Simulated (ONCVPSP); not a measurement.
**What one change does to a pseudopotential (Ga (Z = 31), ONCV)**

- Element: Ga (Z = 31)
- Generator: ONCVPSP 4.0.1
- Type: optimised norm-conserving Vanderbilt (ONCV)
- Functional: PBEsol
- Relativity: scalar-relativistic
- Frozen core: [Ar]
- Valence charge: 13
- Reference configuration: 3d10 4s2 4p1
- Partial waves: 4s: rc 2.05 bohr, ncon 3, nbas 8, qcut 4 1/bohr, 1 projector; 4p: rc 2.15 bohr, ncon 4, nbas 9, qcut 4 1/bohr, 2 projectors, debl 2.9 Ha; 3d: rc 1.35 bohr, ncon 5, nbas 10, qcut 13.2 1/bohr, local
- Local potential: the d channel
- Core correction: polynomial model core, fcfact 0.5

Change: s: nproj 3.

Cutoffs: the cutoffs (Ha) at which the residual kinetic energy of the hardest occupied pseudo-wave falls to 1 and 0.1 mHa per electron; they do not see the model core or the augmentation charge, which bear on the density cutoff. Errors are all-electron minus pseudo energies relative to the spin-unpolarised reference configuration.

How do hardness, ghosts and transferability respond?

The potential gets neither clearly harder nor softer (68 Ha and 76 Ha → 68 Ha and 76 Ha); both files keep a bound ghost (s); of the 3 tests that both files solve, the error grows in 2 and shrinks in 0 by more than 15 % and 0.3 meV (median size 1.0 → 1.9 meV); the range in which the s phases agree widens (upper end 1.2 → at the end of the scan).

| quantity | base | changed |
| --- | --- | --- |
| cutoff, loose | 68 Ha | 68 Ha |
| cutoff, tight | 76 Ha | 76 Ha |
| bound ghosts | s | s |
| GHOST(+) flags under 300 eV | p at 24.3 eV | p at 24.3 eV |
| tests with a reliable result | 3 of 4 | 3 of 4 |
| error for 3d10 4s2 4p0, meV [ΔE 5.68 eV] | -1.0 | -1.9 |
| error for 3d10 4s1 4p0, meV [ΔE 26.82 eV] | -12 | -19 |
| error for 3d10 4s2 4p0.5, meV [ΔE 2.03 eV] | -0.3 | -0.4 |
| s: phases at 2.08 bohr within 0.05 rad from the reference energy up to (Ha; the scan ends near 5) | 1.2 | to the end of the scan |
| p: phases at 2.18 bohr within 0.05 rad from the reference energy up to (Ha; the scan ends near 5) | n/a | n/a |
| d: phases at 1.37 bohr within 0.05 rad from the reference energy up to (Ha; the scan ends near 5) | 0.5 | 0.5 |
| rms error of d²Exc/dni dnj with the model core, mHa | 1.27 | 1.27 |

 A true bound ghost makes a file unfit for plane-wave use even where its test errors are small: the radial tests pick states by their node count and pass the ghost by.
